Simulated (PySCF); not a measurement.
## How the method changes the constants of AsC⁺

State: ³Π (triplet), unpaired electrons σ ↑, π ↑. Set-up: basis As aug-cc-pVDZ-PP with ECP10, C aug-cc-pVDZ; scalar-relativistic core potentials; PySCF 2.14. De refers to As⁺ + C in their high-spin ground configurations, without counterpoise correction. The functionals are run spin-unrestricted. A positive dipole points towards C; it is taken about the centre of mass and depends on that origin. Levels whose curve was spin-contaminated or gave no clean fit are not listed.

```
       Level  Re (Å)  ωe (cm⁻¹)  De (eV)  μ (D)  CPU s a point (SCF and correlation, without the integrals)
    ROHF-MP2   1.733       1139     3.54    n/a                                                        0.27
ROHF-SCS-MP2   1.733       1120     3.28    n/a                                                         n/a
         LDA   1.754        903     5.26   0.27                                                        0.46
         PBE   1.770        879     4.50   0.26                                                         0.7
      r²SCAN   1.752        899     4.23   0.49                                                         1.1
        PBE0   1.746        918     3.99   0.31                                                         1.1
       B97-3   1.751        911     3.84   0.19                                                        0.67
```

(1) What does a quarter of exact exchange do here, going from PBE to PBE0?

(2) What does the step from GGA to meta-GGA do here, going from PBE to r²SCAN?

Correlated steps freeze 5 core orbitals. Correlated levels converge slowly with the basis: in double zeta they bind strong bonds too weakly, by up to about 1 eV, and carry superposition errors of some tenths. Spin–orbit coupling is left out. For an ion De counts to the pair picked by the measured ionisation energies or electron affinities, which need not be the lowest pair at this level. The state was picked by a PBE0 search and need not be the measured ground state.

The whole job (state search and all levels along the bond) took about 2.4 min on 1 thread of Arm Neoverse V2 (shared host), peak memory 0.81 GiB.

Answers

(1) PBE0 less PBE: -2.4 pm in Re, +4.4 % in ωe, -0.51 eV in De. Exact exchange removes part of the self-interaction that spreads semilocal densities, and in most molecules shortens and stiffens the bond and lowers De; so it does here.

(2) r²SCAN less PBE: -1.8 pm in Re, +2.3 % in ωe, -0.27 eV in De.
